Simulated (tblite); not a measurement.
Species: C6H4NOS (doublet state).
Structure used (GFN2-xTB), in Å, numbered top down from 1:
```
atom  x, y, z in Å
C1    -1.7610   -0.1697   -0.4284
C2    -0.3598   -0.3558    0.0228
C3     0.2140   -1.4748    0.5698
O4     1.5100   -1.2820    0.8598
C5     1.8262   -0.0155    0.5078
S6     3.3789    0.5690    0.7324
C7     0.6816    0.6080   -0.0245
C8     0.5845    1.9169   -0.5044
N9     0.4671    2.9853   -0.9061
H10   -2.3346   -1.0789   -0.2715
H11   -1.7841    0.0902   -1.4858
H12   -2.2273    0.6474    0.1202
H13   -0.1999   -2.4398    0.7901
```

Computed geometry: GFN2-xTB, gas phase. This method treats the open shell by occupation alone, without spin polarisation.

Take the most abundant isotopes and a rigid rotor. 

(1) What are A, B and C (MHz)?

(2) What kind of rotor is it?

(3) Is it planar, by Δ = Ic − Ia − Ib?

(4) Estimate the classical rotational partition function at 10 K, 50 K and 298.15 K.

Results:

(1) Ia = 259.32, Ib = 377.61, Ic = 633.82 u·Å²; 505379 MHz·u·Å²/I gives A = 1949, B = 1338, C = 797.4 MHz.

(2) An asymmetric top; Ray's κ = -0.060.

(3) Not planar: Δ = Ic − Ia − Ib = -3.11 u·Å². For a rigid frame Δ = −2 Σ m c², so Σ m c² = 1.56 u·Å² lies off the ab plane, practically all of it from hydrogen. The atom farthest from that plane is 0.88 Å away.

(4) Point group Cs, symmetry number σ = 1; q = (√π/σ)·√((kT/h)³/(ABC)), k/h = 20836.6 MHz/K: 3700 at 10 K, 41300 at 50 K, 602000 at 298.15 K.

For this open shell read J as N, the rotation without spin; fine and hyperfine splittings come on top. Its GFN2-xTB frequencies are all real (lowest 51 cm⁻¹). Constants of a rigid frame at the computed geometry: no zero-point averaging, no centrifugal distortion.
